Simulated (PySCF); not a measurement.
# Löwdin shares of the frontier orbitals

Compound: C₅H₅F₃O₂.
Z-matrix (Å and degrees, GFN2-xTB geometry), rows numbered from 1:
```
F 
C   1  1.3330
F   2  1.3404  1  106.38
F   2  1.3461  1  106.55  3  -112.26
O   2  1.3168  1  109.23  3   124.27
C   5  1.4673  2  116.76  1   170.03
C   6  1.5025  5  105.59  2   178.01
C   7  1.3225  6  108.05  5  -107.93
C   8  1.4954  7  109.55  6    -2.16
O   6  1.3758  5  111.89  2    62.93
H   6  1.0967  5  107.00  2   -57.64
H   7  1.0708  6  122.06  5    68.62
H   8  1.0727  7  128.15  6   177.86
H   9  1.0974  8  111.59  7   112.32
H   9  1.0934  8  113.53  7  -124.11
```

Computed, not measured: TDDFT PBE0/def2-SVPD, vertical, gas phase, core orbitals frozen in the response in PySCF.

Frontier orbitals with the atoms that hold most of them (Löwdin shares over 4%, at most four atoms; ? is withheld):

```json
{"orbital": "LUMO+2", "ε (eV)": "1.24", "atoms": "H11 10%, H14 9%, H15 9%, C9 9%"}
{"orbital": "LUMO+1", "ε (eV)": "0.56", "atoms": "C8 17%, C9 15%, C7 11%, H15 9%"}
{"orbital": "LUMO", "ε (eV)": "-0.63", "atoms": "?"}
{"orbital": "HOMO", "ε (eV)": "-8.26", "atoms": "C7 27%, C8 23%, C9 11%, O10 10%"}
{"orbital": "HOMO-1", "ε (eV)": "-8.93", "atoms": "?"}
{"orbital": "HOMO-2", "ε (eV)": "-9.96", "atoms": "O5 60%, C6 8%, F3 7%, F4 6%"}
{"orbital": "HOMO-3", "ε (eV)": "-10.23", "atoms": "O10 45%, C7 12%, C6 12%, O5 8%"}
```

(1) Give the leading atoms of the LUMO.

(2) Which atoms hold the HOMO-1, and with what shares?

(3) The HOMO–LUMO gap is 7.63 eV. Where does the response calculation put the lowest singlet, and from which orbitals?

(4) One configuration dominates each of S3, S4 and S6. Which, and how do the shares of the two leading atoms of either orbital change from the occupied to the empty one?

Results:

(1) C8 (bonded to 2 C and H) 35%; C7 (bonded to 2 C and H) 32%; C6 (bonded to C, 2 O and H) 6%; C9 (bonded to C, O and 2 H) 6%.

(2) O10 (bonded to 2 C) 52%; C8 (bonded to 2 C and H) 13%; C7 (bonded to 2 C and H) 11%; O5 (bonded to 2 C) 7%. By element: oxygen 59%, carbon 24% or more.

(3) S1 is at 6.69 eV (f = 0.088), 0.93 eV below the gap, made of HOMO→LUMO (62%), HOMO-1→LUMO (37%). 

(4) 
- S3 (7.60 eV, f 0.0066), HOMO→LUMO+1 (97%): C7 27% → 11%, C8 23% → 17%, C9 11% → 15%
- S4 (8.01 eV, f 0.0032), HOMO-2→LUMO (93%): O5 60% → at most 6%, C6 8% → 6%, C8 at most 7% → 35%, C7 at most 7% → 32%
- S6 (8.25 eV, f 0.022), HOMO-1→LUMO+1 (82%): O10 52% → at most 9%, C8 13% → 17%, C9 at most 8% → 15%

One conformer stands for the species.
